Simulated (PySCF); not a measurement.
C₃H₆OSi. Atoms are numbered in the order given.

```xyz
11

C      0.3068    -2.4677     0.0000
C      0.7188    -1.1959     0.0000
C     -0.2740    -0.0740     0.0000
O     -1.4737    -0.2820     0.0000
Si     0.2874     1.7760     0.0000
H     -0.7666    -2.6855     0.0000
H      1.0095    -3.3062     0.0000
H      1.7833    -0.9371     0.0000
H      1.7749     1.9033     0.0000
H     -0.2726     2.4212    -1.2189
H     -0.2726     2.4212     1.2189
```
Charge 0, spin multiplicity 1.

Geometry: ωB97X-D3(BJ)/def2-SVP. One conformer was computed; it need not be the lowest.

The numbers are results of B3LYP/def2-TZVP (PySCF), not measurements.

Symmetry labels are those of the subgroup Cs that the program uses (full group Cs).

Computed valence orbital energies around the gap with their symmetry:
| orbital | symmetry | energy (eV) |
|---|---|---|
| HOMO−7 | A' | -12.49 |
| HOMO−6 | A" | -11.35 |
| HOMO−5 | A' | -11.09 |
| HOMO−4 | A' | -10.58 |
| HOMO−3 | A' | -9.73 |
| HOMO−2 | A" | -9.65 |
| HOMO−1 | A" | -8.12 |
| HOMO | A' | -6.82 |
| LUMO | A" | -2.54 |
| LUMO+1 | A' | 0.34 |
| LUMO+2 | A" | 0.64 |
| LUMO+3 | A' | 1.11 |
